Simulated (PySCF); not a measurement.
CH₇OSi₂ (doublet state).
Structure used (GFN2-xTB), in Å, numbered top down from 1:
```xyz
11
CH7OSi2 angstrom
C     -1.886    0.301    0.133
O     -1.204   -0.840   -0.260
Si     0.299   -0.974   -0.911
Si     1.884    0.270    0.168
H     -2.124    0.932   -0.728
H     -1.296    0.890    0.843
H     -2.817   -0.006    0.612
H      0.255   -2.435   -0.965
H      2.144    0.200    1.619
H      3.168   -0.029   -0.473
H      1.582    1.694   -0.065
```

The hyperfine couplings belong to this conformer and change with its torsions.

Identity: `CO[SiH][SiH3]` [radical].

Theory: UKS B3LYP, pcH-1 on C H O Si, non-relativistic, mean-field spin-orbit, GIAO (PySCF). One conformer (not necessarily the lowest) at the GFN2-xTB geometry, without solvent, vibrations or thermal averaging. The geometry wasn't refined by DFT: couplings that depend on bond lengths, twists or pyramidal angles can differ widely from those at the functional's own minimum, by a factor of two or more for some ions and for spin on atoms past the first row. No stability test was run, so a lower SCF solution isn't excluded.

Give the principal g shifts and their parts.

```
                    Δg (ppm)     1     2     3
relativistic mass correction  -154  -154  -154
            gauge correction    49     8    46
   orbital Zeeman/spin–orbit  -674    -6  3662
                       total  -779  -153  3553
```

So g = 2.00154, 2.00217, 2.00587 and g_iso = 2.00319; the tensor is close to axial: the two nearest values differ by 14 % of g3 − g1. 

What are the electron Larmor frequencies g μB B/h along the three axes at 330 mT?

9.2446, 9.2475, 9.2646 GHz for g1, g2 and g3, a range of 20.0 MHz.

How much does each term add to the isotropic shift?

The orbital-Zeeman/spin–orbit term 994, the mass correction -154 and the gauge correction 34 ppm, for a total of 874 ppm. The orbital-Zeeman/spin–orbit term is the largest in size. The mass correction is the same along every axis, so the anisotropy comes from the other two: their spans along these axes are 42 (gauge) and 4336 ppm (orbital Zeeman/spin–orbit).

At 33.893 GHz, how far is the centre of the isotropic spectrum from where a free electron (g = 2.002319) resonates?

B = hν/(g μB) with μB/h = 13.99624 MHz/mT gives 1209.39 mT for the free electron and 1208.86 mT at g_iso, 0.53 mT lower.

In a frozen sample, at which fields do the three g values resonate at 9.5, 34, 94 and 263 GHz (hyperfine left aside), and which band first spreads them over more than twice a line width of 1.0 mT?

| band | GHz | B(g3) mT | B(g2) mT | B(g1) mT | spread mT |
| --- | --- | --- | --- | --- | --- |
| X | 9.5 | 338.38 | 339.01 | 339.12 | 0.73 |
| Q | 34.0 | 1211.06 | 1213.30 | 1213.68 | 2.62 |
| W | 94.0 | 3348.21 | 3354.41 | 3355.46 | 7.25 |
| J | 263.0 | 9367.87 | 9385.21 | 9388.15 | 20.28 |

The spread grows in proportion to the frequency. Q band is the first where it exceeds 2.0 mT.

The Mulliken spin populations are largest on Si3 (+0.78), O2 (+0.09) and Si4 (+0.07). No atom but Si3 exceeds +0.15. The angles at Si3 add up to 333.3°, so it is pyramidal.

The HOMO–LUMO gaps are 4.76 eV among the α and 5.18 eV among the β orbitals.
